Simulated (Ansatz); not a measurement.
Start from `C[S][Zr]([F])([S]C)[S]C` and change one atom or group to get `C[S][Zr]([S]C)([S]C)[S]C`.

Ansatz, PBE0-D4/def2-TZVP geometries, multiplicity 1. Each molecule was computed in one conformer, which needn't be the lowest. `C[S][Zr]([F])([S]C)[S]C` holds a close contact that its SMILES doesn't draw: H···Zr 2.50 Å.

Elements past krypton have def2 core potentials.

```
                             property  `C[S][Zr]([F])([S]C)[S]C`
   HOMO energy (PBE0/def2-TZVPP) / eV                      -6.92
 HOMO–LUMO gap (PBE0/def2-TZVPP) / eV                       5.13
   LUMO energy (PBE0/def2-TZVPP) / eV                      -1.78
HOMO energy (ωB97M-V/def2-TZVPP) / eV                      -9.02
HOMO–LUMO gap (B3LYP/def2-TZVPP) / eV                       4.71
  HOMO–LUMO gap (PBE/def2-TZVPP) / eV                       3.19
```

What does the change do to each property? (An estimate is asked.)

The calculation gave: 
```json
{"property": "HOMO energy (PBE0/def2-TZVPP) / eV", "`C[S][Zr]([S]C)([S]C)[S]C`": "-6.93", "shift": "-0.01"}
{"property": "HOMO–LUMO gap (PBE0/def2-TZVPP) / eV", "`C[S][Zr]([S]C)([S]C)[S]C`": "4.73", "shift": "-0.40"}
{"property": "LUMO energy (PBE0/def2-TZVPP) / eV", "`C[S][Zr]([S]C)([S]C)[S]C`": "-2.20", "shift": "-0.42"}
{"property": "HOMO energy (ωB97M-V/def2-TZVPP) / eV", "`C[S][Zr]([S]C)([S]C)[S]C`": "-9.04", "shift": "-0.02"}
{"property": "HOMO–LUMO gap (B3LYP/def2-TZVPP) / eV", "`C[S][Zr]([S]C)([S]C)[S]C`": "4.32", "shift": "-0.39"}
{"property": "HOMO–LUMO gap (PBE/def2-TZVPP) / eV", "`C[S][Zr]([S]C)([S]C)[S]C`": "2.86", "shift": "-0.33"}
```

Positive LUMOs are unbound, so they and the gaps depend on the basis.

B3LYP here is the variant with VWN-RPA as its local correlation; programs differ in this.
